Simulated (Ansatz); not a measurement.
Reaction (formal exchange of groups at the Se–Si bond): `O[SiH]([SiH3])[SeH]` + `[CH3][AlH][OH]` → `[CH3][Al]([OH])[SeH]` + `O[SiH2][SiH3]`

Isolated molecules relaxed with PBE0-D4/def2-TZVP in Ansatz; ΔE leaves out vibrations. CBS: MP2 limit from def2 TZ/QZ plus the TZ coupled-cluster correction, frozen cores. Functionals use def2-TZVPP. B3LYP here is the variant with VWN-RPA as its local correlation; programs differ in this. For Se outer-core shells are correlated without core-valence functions, which leaves a few kJ/mol of doubt a bond. Scalar relativity is left out up to krypton. Each species was taken in one conformer, which may not be the lowest.

```tsv
level	ΔE (kcal/mol)
B3LYP-D4	-11.4
r2SCAN	-12.1
HF/def2-TZVPP	-14.6
CCSD/def2-TZVPP	-13.0
```

Problem. What does CCSD(T)/CBS give? (Estimate.)

Solution. Computed: -12.0 kcal/mol. The listed levels differ from it by 0.6, -0.1, -2.6, -1.0 kcal/mol.

Largest T1 diagnostic among the species: 0.012.

In def2-TZVPP, CCSD(T) changes the Hartree–Fock value by +2.1 kcal/mol (the triples alone add +0.4 kcal/mol) and MP2 by +2.5 kcal/mol. The D4 term adds +1.1 kcal/mol with B3LYP and +0.6 kcal/mol with PBE0; it sums over pairs of atoms, weighted by their polarisabilities, and B3LYP, whose exchange is more repulsive, gets the larger term.
